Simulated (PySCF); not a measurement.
C2H4F2OSi, SMILES C1OC([SiH2]1)(F)F. Geometry optimised at PBE-D3(BJ)/def2-SVP. This is a generated structure with no PubChem entry under its InChIKey; it may be hypothetical.

Computed equilibrium geometry at PBE-D3(BJ)/def2-SVP (PySCF confirms it by a frequency run) as bond lengths and angles, and its point group:
point group Cs.
Atoms: F1 C2 F3 O4 C5 Si6 H7 H8 H9 H10. Bonds (Å): F1–C2 1.364, C2–F3 1.364, C2–O4 1.398, C2–Si6 1.946, O4–C5 1.462, C5–Si6 1.919, C5–H7 1.110, C5–H8 1.110, Si6–H9 1.501, Si6–H10 1.501. Bond angles (°): F1–C2–F3 106.1, F1–C2–O4 110.1, F1–C2–Si6 118.6, F3–C2–O4 110.1, F3–C2–Si6 118.6, O4–C2–Si6 92.3, C2–O4–C5 104.5, O4–C5–Si6 91.5, O4–C5–H7 110.4, O4–C5–H8 110.4, Si6–C5–H7 117.2, Si6–C5–H8 117.2, H7–C5–H8 108.8, C2–Si6–C5 71.6, C2–Si6–H9 117.0, C2–Si6–H10 117.0, C5–Si6–H9 117.5, C5–Si6–H10 117.5, H9–Si6–H10 111.2.
Charge 0, spin multiplicity 1.
